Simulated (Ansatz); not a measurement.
Program: Ansatz. Geometries: PBE0-D4/def2-TZVP. ΔE: electronic, gas phase. CCSD(T)/CBS adds triple-zeta CCSD(T) − MP2 to the extrapolated MP2 energy (def2 sets, frozen cores). DFT in def2-TZVPP. One conformer a species, not always the lowest.

Reaction (redistribution): `O[SiH]([SiH3])S` + `N[SiH](N)S` → `N[SiH]([SiH3])S` + `N[SiH](O)S`

Is it downhill or uphill in electronic energy at CCSD(T)/CBS, and by how much? (Estimate.)

Ansatz gave: Nearly level: ΔE = +0.2 kcal/mol.

What do these levels give: B97M-V, r2SCANh-D4, ωB97M-V, PBE-QIDH, BLYP, r2SCANh, HF/def2-SVP, MP2/def2-SVP, MP2/def2-TZVPP, SCS-MP2/def2-TZVPP, HF/def2-QZVPP, HF/CBS(def2)? (Estimate.)

The calculation gave: B97M-V 0.2, r2SCANh-D4 0.0, ωB97M-V 0.1, PBE-QIDH 0.0, BLYP 0.4, r2SCANh 0.1, HF/def2-SVP -0.4, MP2/def2-SVP 0.1, MP2/def2-TZVPP 0.2, SCS-MP2/def2-TZVPP 0.2, HF/def2-QZVPP -0.2, HF/CBS(def2) -0.2 kcal/mol.

Largest T1 diagnostic among the species: 0.012.

Leaving LDA and LC-ωPBE aside and taking each functional with its dispersion term where it has one, the values, not all of them listed here, spread over 0.3 kcal/mol, from BHLYP-D4 to B2PLYP.
